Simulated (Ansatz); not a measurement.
Worked example: InH(CH3)Br → CH3 + InHBr

Species: InH(CH3)Br, singlet; CH3 (methyl radical) `[CH3]`, doublet; InHBr `[Br][InH]`, doublet. 

Shapes, held fixed at every level: PBE0-D4/def2-TZVP. Programs: Ansatz 0.2.0. The zero-point and thermal change to 298 K, harmonic and unscaled (PBE0-D4/def2-TZVP), is -15.1 kJ/mol.

At CCSD(T)/def2-TZVPP; 1 Eh = 2625.50 kJ/mol:

| species | energy (Eh) |
| --- | --- |
| InH(CH3)Br | -2802.675883 |
| CH3 | -39.761719 |
| InHBr | -2762.808079 |

Problem. Work out ΔH(298 K) of the reaction at this level.

Solution. 
1. Products less reactants: (-39.761719) + (-2762.808079) − [(-2802.675883)] = 0.106085 Eh = +278.5 kJ/mol.
2. With the thermal change: +278.5 + (-15.1) = +263.4 kJ/mol.

Other levels give +234.7 (r2SCAN0-D4/def2-TZVPP) to +272.2 kJ/mol (wB97X-V/def2-TZVPP). No measured value is set beside it here. Open shells run unrestricted unless RO is named. For atoms past krypton def2 sets carry core potentials with scalar relativity. Relativity is left out for Br unless named. Correlated rows may include outer-core shells of Br, In, which these sets cover unevenly.
